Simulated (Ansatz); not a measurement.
The cluster Hf2S3. Total charge 0; singlet. Geometry r2SCAN-D4/def2-SVP; atoms count from 1.

```xyz
5

Hf    1.382    0.087   -0.166
Hf   -0.734   -0.455    1.096
S     0.554    1.552    1.597
S    -0.305   -1.615   -1.205
S    -0.898    0.430   -1.321
```

In the def2 sets Hf takes a core potential; there is no spin–orbit coupling. The restricted singlet is unstable towards broken spin symmetry in Hartree–Fock (as tested in another run); at PBE0-D4/def2-TZVP this wasn't settled. No other spin state of charge 0 was run. Another isomer (singlet) lies 3.18 eV lower at PBE0-D4/def2-TZVP; other spin states weren't run for this one.

Estimate the Mulliken populations from the PBE0/def2-TZVP orbitals of Ansatz.


| atom | charge (e) | d electrons |
| --- | --- | --- |
| Hf1 | 0.53 | 2.40 |
| Hf2 | 0.53 | 2.40 |
| S3 | -0.54 | – |
| S4 | -0.30 | – |
| S5 | -0.22 | – |
Mulliken values and Mayer orders depend strongly on the basis.

And the Mayer bond orders between bonded heavy atoms (over 0.3)?

Hf1–Hf2 2.02 (2.52 Å); Hf1–S3 1.12 (2.44 Å); Hf1–S4 0.59 (2.61 Å); Hf1–S5 0.68 (2.58 Å); Hf2–S3 1.11 (2.44 Å); Hf2–S4 0.59 (2.61 Å); Hf2–S5 0.68 (2.58 Å); S4–S5 1.06 (2.13 Å).
